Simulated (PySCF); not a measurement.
## Nonlinear optical response: 1-propanesulfonic acid, C$_{3}$H$_{8}$O$_{3}$S

Geometry:
```tsv
atom	x (Å)	y (Å)	z (Å)
C1	-1.843	0.413	-0.197
C2	-0.942	-0.799	-0.015
C3	0.502	-0.604	-0.456
S4	1.369	0.582	0.561
O5	0.936	1.924	0.236
O6	1.396	0.106	1.936
O7	2.880	0.406	-0.024
H8	-1.847	0.754	-1.245
H9	-1.515	1.261	0.420
H10	-2.878	0.166	0.080
H11	-1.332	-1.650	-0.598
H12	-0.940	-1.124	1.038
H13	0.593	-0.232	-1.488
H14	1.084	-1.531	-0.358
H15	3.418	0.060	0.705
```

Method: PySCF 2.14.0, quadratic response CAM-B3LYP/aug-cc-pVDZ first hyperpolarisability, Taylor convention, gas phase. Geometry: PBE0-D3(BJ)/def2-SVP.

(1) Give β for the processes computed.

(2) Which lowest excitations, dipole and polarisabilities go with it?

Answers

(1) In au, Taylor convention; the vector part is βᵢ = ⅓ Σⱼ (βᵢⱼⱼ + βⱼᵢⱼ + βⱼⱼᵢ); β∥ is 3/5 of the vector part along the dipole, the dipole points from − to +:
| process | λ (nm) | β vector norm | β∥ | β HRS | depolarisation ratio |
| --- | --- | --- | --- | --- | --- |
| static β(0;0,0) | ∞ | 60.0 | -34.2 | 25.0 | 4.91 |
| second harmonic β(−2ω;ω,ω) | 1907 | 61.2 | -34.8 | 25.5 | 4.89 |
| Pockels β(−ω;ω,0) | 1907 | 60.4 | -34.4 | – | – |
| second harmonic β(−2ω;ω,ω) | 1064 | 63.9 | -36.1 | 26.7 | 4.84 |
| Pockels β(−ω;ω,0) | 1064 | 61.2 | -34.9 | – | – |

(2) S1 7.75 eV (f = 0.013); S2 7.93 eV (f = 0.040); S3 8.16 eV (f = 0.032); dipole 3.77 D; isotropic α 68.7 au static, 68.9 au at 1907 nm, 69.2 au at 1064 nm, 69.3 au at 953.5 nm, 70.5 au at 532 nm.
